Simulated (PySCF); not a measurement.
C2H4BrClSi.
SMILES: `[SiH2]1C[C@@]1(Br)Cl`

Method: PySCF 2.14.0, PBE0-D3(BJ)/def2-SVP geometry optimisation, gas phase.

Take the most abundant isotopes and a rigid rotor. 

Task: Give the principal moments of inertia and the rotational constants in MHz.

Result: Ia = 205.86, Ib = 333.94, Ic = 472.25 u·Å²; 505379 MHz·u·Å²/I gives A = 2455, B = 1513, C = 1070 MHz.

Task: What kind of rotor is it?

Result: An asymmetric top. Ray's parameter κ = (2B − A − C)/(A − C) = -0.360; −1 is the prolate and +1 the oblate limit.

Task: What does the inertial defect say?

Result: Not planar: Δ = Ic − Ia − Ib = -67.55 u·Å². For a rigid frame Δ = −2 Σ m c², so Σ m c² = 33.78 u·Å² lies off the ab plane: 8.85 from hydrogen and 24.93 from heavier atoms. The atom farthest from that plane is 1.91 Å away.

Task: Predict some low-J microwave lines.

Result: The dipole components are |μa| = 1.44 D, |μb| = 1.79 D, |μc| = 0.30 D. The squared components, which scale the intensities, stand as 0.65 : 1.00 : 0.03 (a : b : c). Some of the stronger lines:

```
type  branch         J(Ka,Kc)   MHz  lower level (cm⁻¹)
   a       Q  1(1,0) ← 1(1,1)   443               0.118
   c       Q  2(1,2) ← 2(0,2)   622               0.254
   c       Q  1(1,1) ← 1(0,1)   942               0.086
   a       Q  2(1,1) ← 2(1,2)  1330               0.275
   b       Q  1(1,0) ← 1(0,1)  1385               0.086
   b       Q  2(1,1) ← 2(0,2)  1951               0.254
   a       R  1(0,1) ← 0(0,0)  2584               0.000
   c       Q  2(2,1) ← 2(1,1)  2825               0.320
   b       Q  2(2,0) ← 2(1,1)  2948               0.320
   b       R  1(1,1) ← 0(0,0)  3525               0.000
   c       R  1(1,0) ← 0(0,0)  3968               0.000
   b       R  2(0,2) ← 1(1,1)  4102               0.118
   b       Q  2(2,1) ← 2(1,2)  4154               0.275
   a       R  2(1,2) ← 1(1,1)  4724               0.118
   a       R  2(0,2) ← 1(0,1)  5044               0.086
   a       R  2(1,1) ← 1(1,0)  5610               0.132
   b       R  2(1,2) ← 1(0,1)  5665               0.086
   c       R  2(1,1) ← 1(0,1)  6995               0.086
   b       R  2(2,1) ← 1(1,0)  8435               0.132
   c       R  2(2,0) ← 1(1,0)  8558               0.132
   c       R  2(2,1) ← 1(1,1)  8878               0.118
   b       R  2(2,0) ← 1(1,1)  9002               0.118
```

Whether it is a minimum is left open (no frequencies). Constants of a rigid frame at the computed geometry: no zero-point averaging, no centrifugal distortion. Quadrupole hyperfine structure (35Cl, 79Br) is left out.
